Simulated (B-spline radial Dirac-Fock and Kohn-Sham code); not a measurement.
**Run log: Si⁶⁺**

ΔSCF core binding energies without Breit or QED terms, calculated with an atomic code on a B-spline grid. Keys: rel is the Hamiltonian (dirac, or spin-free x2c and nr, where L3 and M5 stand for the whole 2p and 3d shells), method is hf or an exchange,correlation pair (spin-unpolarised, also for the hole states), nuc the nuclear model, radius_factor scales its radius, rmax is the box in bohr, h the logarithmic mesh step, order the B-spline order, points the quadrature points per cell, c_factor scales the speed of light, and damp, ndamp, maxit and tol steer the iteration. The run stops when the commutator error falls below 10·tol·max(1, Z/10), or the numerical noise floor, and the energy has settled to about 1e-8 Ha; the virial ratio is −V/T.

Input (task.json):

```json
{"items": [{"Z": 14, "q": 6, "cfg": [[1, 0, 2], [2, 0, 2], [2, 1, 4]], "A": 28, "rrms": 3.1224, "do": "settings", "holes": ["K", "L3", "M5"],
  "settings": [{"rel": "dirac", "method": "hf", "nuc": "fermi", "radius_factor": 1.0, "rmax": 45.0, "h": 0.3, "order": 3, "points": 10, "c_factor": 1.0, "maxit": 59, "damp": 0.5, "ndamp": 3, "tol": 1e-08}]}]}
```

Command: `python xray2_run.py task.json out`

Ground-state iterations:

```
iter   energy (Ha)        error
   1     -267.53692973  9.77e-01
   2     -272.01496048  1.43e-01
   3     -272.09274112  6.08e-02
   4     -272.10746749  2.61e-02
   5     -272.11083817  3.51e-03
   6     -272.11089852  8.09e-05
   7     -272.11089854  4.43e-06
   8     -272.11089854  1.90e-07
```

The ground state converged in 8 iterations, with total energy -272.11090 Ha, virial ratio 1.99545 and highest orbital energy -252.73 eV. ΔSCF binding energies: K (1s) 2022.3 eV. Holes are computed only in closed shells, and unreliable hole states are left out.

Problem. One setting is unsound. Which, and why?

Solution. order is too low for an accurate radial basis. With the default settings (Dirac Hartree-Fock): The ground state converged in 8 iterations, with total energy -272.12871 Ha, virial ratio 1.99545 and highest orbital energy -252.72 eV. ΔSCF binding energies: K (1s) 2022.4 eV. Holes are computed only in closed shells, and unreliable hole states are left out.
